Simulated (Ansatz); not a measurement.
Input file for C3H2F6 (`FC(F)C(F)C(F)(F)F`):

```yaml
crystal:
  periodic: [false, false, false]
  atoms:
    - {symbol: F, position_ang: [-1.720676, 0.099810, -1.673573]}
    - {symbol: C, position_ang: [-1.135549, 0.362316, -0.483983]}
    - {symbol: F, position_ang: [-1.044652, 1.697448, -0.350317]}
    - {symbol: C, position_ang: [0.245792, -0.277174, -0.478261]}
    - {symbol: F, position_ang: [1.047135, 0.328636, -1.394014]}
    - {symbol: C, position_ang: [0.925786, -0.221699, 0.887011]}
    - {symbol: F, position_ang: [2.082806, -0.878028, 0.851662]}
    - {symbol: F, position_ang: [0.138461, -0.816267, 1.794309]}
    - {symbol: F, position_ang: [1.165525, 1.017964, 1.290897]}
    - {symbol: H, position_ang: [-1.769554, -0.035293, 0.314846]}
    - {symbol: H, position_ang: [0.130326, -1.334713, -0.738077]}
basis:
  gaussian: {orbitals: def2-SVP}
correlation: {method: ccsd_t}
```

```sh
$ ansatz run in.yaml --threads 2 --pin off --events-out ev --progress --plain --max-ram 22528MiB --backend cuda --devices 0, --max-vram 18GiB
```

Output of Ansatz, abridged:

```
Functional definition: HF
1315 factors; integrals over basis functions are off by at most 1.4e-3 eV
mean field evaluation 1: about -19336.7040 eV, gradient 5.5e1 eV
mean field evaluation 2: about -19336.9111 eV, gradient 5.5e1 eV
mean field evaluation 4: about -19342.6657 eV, gradient 4.4e0 eV
mean field evaluation 8: about -19342.7330 eV, gradient 2.5e-1 eV
mean field -19342.73326714 eV, -710.8323365919 hartree, gradient 2.1e-6 eV, S^2 0.000000; 0 other end points of the search recorded, 0 dependent functions left out
9 core orbitals not correlated: weight in the atoms' cores, before any rotation towards them, 1.000 or more for the frozen orbitals, at most 0.000 for the correlated occupied ones
reference -19342.73326714 eV, -710.8323365919 hartree; 28, 28 occupied and 99, 99 virtual orbitals, 1315 factors
second order -40.51610371 eV of doubles, -0.00000000 eV of singles
cycle   1  -40.43492019 eV  change    8.1e-2 eV  update   1.3e-1
cycle   2  -41.23676245 eV  change   -8.0e-1 eV  update   3.6e-2
cycle   3  -41.44174004 eV  change   -2.0e-1 eV  update   1.7e-2
cycle   4  -41.43129046 eV  change    1.0e-2 eV  update   3.1e-3
cycle   5  -41.42884825 eV  change    2.4e-3 eV  update   1.4e-3
cycle   6  -41.42979810 eV  change   -9.5e-4 eV  update   4.1e-4
cycle   7  -41.42959512 eV  change    2.0e-4 eV  update   1.4e-4
cycle   8  -41.42943226 eV  change    1.6e-4 eV  update   4.2e-5
cycle   9  -41.42943511 eV  change   -2.8e-6 eV  update   1.3e-5
perturbative correction -0.85433830 eV, -0.0313963533 hartree
Total energy: -19385.01704054 eV, -712.3862366035 hartree
```

Hardware: 2 threads of an AMD EPYC 7R13 on a shared host and a share of an NVIDIA H100 80 GB. Wall time 2.3 s, peak host memory 0.82 GiB.

The correlation energy is -42.284 eV, 2.0 % of it from (T); the T1 diagnostic reads 0.0113.
